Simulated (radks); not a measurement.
All-electron atom: Cd2+ in [Kr] 4d10. Calculated with a radial shooting solver on a logarithmic mesh with Libxc functionals: scalar-relativistic Kohn-Sham, exchange-only r2SCAN, spin-polarised, spherical densities, finite nucleus; meta-GGA in the generalised Kohn-Sham scheme; Fermi nuclear charge, rms radius 4.6087 fm. Some entries of the table are withheld. Estimate them.

orbital  occ.  eigenvalue (eV)  r(max) (bohr)  <r> (bohr)
1s          2              (1)            (2)     0.03040
2s          2        -3978.434         0.1112      0.1316
2p          6        -3568.539        0.08901      0.1149
3s          2              (3)         0.3233      0.3574
3p          6        -626.4885         0.3168      0.3565
3d         10              (4)         0.2664      0.3347
4s          2        -127.0319         0.7984      0.8837
4p          6         -87.0233         0.8479      0.9631
4d         10         -29.5584         0.9797       1.249

Answer. 
(1) 1s eigenvalue (eV): -26595.16
(2) 1s r(max) (bohr): 0.01968
(3) 3s eigenvalue (eV): -762.1893
(4) 3d eigenvalue (eV): -414.5739
